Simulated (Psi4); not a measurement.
Pair of molecules: CH3F (SMILES CF) (first 5 atoms) with CH2F2 (SMILES FCF); geometry from B3LYP-D3(BJ)/def2-TZVP, rigid monomers moved along the line of their centres of mass till F2···C7 is 5.36 Å.
(charge 0, multiplicity 1):
```json
[
 {"atom": "C", "x (Å)": "0.0867", "y (Å)": "-0.7124", "z (Å)": "-0.2289"},
 {"atom": "F", "x (Å)": "0.3203", "y (Å)": "0.5107", "z (Å)": "0.4034"},
 {"atom": "H", "x (Å)": "-0.0283", "y (Å)": "-1.4786", "z (Å)": "0.5363"},
 {"atom": "H", "x (Å)": "-0.8229", "y (Å)": "-0.6250", "z (Å)": "-0.8232"},
 {"atom": "H", "x (Å)": "0.9384", "y (Å)": "-0.9364", "z (Å)": "-0.8713"},
 {"atom": "F", "x (Å)": "0.0287", "y (Å)": "-1.2129", "z (Å)": "5.4669"},
 {"atom": "C", "x (Å)": "0.2837", "y (Å)": "0.1007", "z (Å)": "5.7492"},
 {"atom": "F", "x (Å)": "0.3255", "y (Å)": "0.2418", "z (Å)": "7.1042"},
 {"atom": "H", "x (Å)": "-0.5306", "y (Å)": "0.7059", "z (Å)": "5.3530"},
 {"atom": "H", "x (Å)": "1.2555", "y (Å)": "0.3633", "z (Å)": "5.3335"}
]
```

All values below come from SAPT0/jun-cc-pV(D+d)Z (Psi4).

Give the four SAPT terms and the total, and say what mostly holds the pair together.

electrostatics -2.5, exchange 0.0, induction 0.0, dispersion -0.1, total -2.7 kJ/mol; the largest attraction is electrostatics.
